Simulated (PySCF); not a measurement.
## Correlation energy of Ni (nickel, neutral)

[Ar] 3d8 4s1 4p1, one real determinant (an excited configuration). Computed with PySCF 2.14 in aug-cc-pVTZ, with the non-relativistic Hamiltonian (point nucleus). Frozen: [Ar]; 10 electrons correlated.

```json
{"level": "CCSD", "correlation energy (mhartree)": "-287.80"}
{"level": "(T)", "correlation energy (mhartree)": "-9.13"}
{"level": "CCSD(T)", "correlation energy (mhartree)": "-296.93"}
```

Diagnostics: T1 = 0.016, D1 = 0.0442, largest double amplitude 0.024.

The real determinant used has ⟨L²⟩ near 14 against 20 for a pure G term, so it mixes terms.

Cost of the coupled-cluster step: roughly 80 core-seconds, for 10 correlated electrons.

The reference is one real determinant that mixes LS terms of this configuration.
